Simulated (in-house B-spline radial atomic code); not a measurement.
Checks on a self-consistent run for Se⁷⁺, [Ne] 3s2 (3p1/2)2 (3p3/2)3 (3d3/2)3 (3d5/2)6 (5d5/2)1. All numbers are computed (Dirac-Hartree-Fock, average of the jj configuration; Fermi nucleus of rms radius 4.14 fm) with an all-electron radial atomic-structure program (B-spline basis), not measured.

| orbital | q | ε (Eh) | <1/r> | <r²> | small-component weight |
| --- | --- | --- | --- | --- | --- |
| 1s1/2 | 2 | -474.26403 | 34.5683 | 0.00261363 | 0.01518 |
| 2s1/2 | 2 | -68.06236 | 7.721 | 0.0448258 | 0.003008 |
| 2p1/2 | 2 | -61.42152 | 7.65591 | 0.0347231 | 0.0029771 |
| 2p3/2 | 4 | -59.87787 | 7.41083 | 0.0363497 | 0.0029032 |
| 3s1/2 | 2 | -14.36241 | 2.55135 | 0.359635 | 0.00073494 |
| 3p1/2 | 2 | -12.03553 | 2.44006 | 0.370527 | 0.0006873 |
| 3p3/2 | 3 | -11.92324 | 2.39992 | 0.380336 | 0.00068019 |
| 3d3/2 | 3 | -7.88942 | 2.1727 | 0.394228 | 0.00057288 |
| 3d5/2 | 6 | -7.81504 | 2.16031 | 0.398609 | 0.00056906 |
| 5d5/2 | 1 | -1.66507 | 0.422663 | 12.0322 | 6.0773e-05 |

Electron-electron repulsion V_ee = 796.7790 hartree.

What total energy follows from the eigenvalues?

The eigenvalues count the repulsion twice, so E = Σqε - V_ee = -1607.797 - 796.779 = -2404.576 hartree; the run printed -2404.576.

Does the Dirac virial theorem hold?

For a point nucleus E = -2c²Σq·w, with w the small-component weight. Here Σq·w = 0.064023 and c = 137.0360, so the ratio E/(-2c²Σq·w) is 1.000014; the finite nucleus accounts for the departure from 1.

What diamagnetic shielding (Lamb formula) and susceptibility (Langevin formula) do the radii give?

σ = (α²/3)Σq<1/r> = 166.619/(3·137.036²) = 2957.6 ppm, and χ = -0.79199×10⁻⁶·Σq<r²> = -14.67×10⁻⁶ cm³/mol with Σq<r²> = 18.518 bohr². Both are non-relativistic formulas without the paramagnetism of open shells.
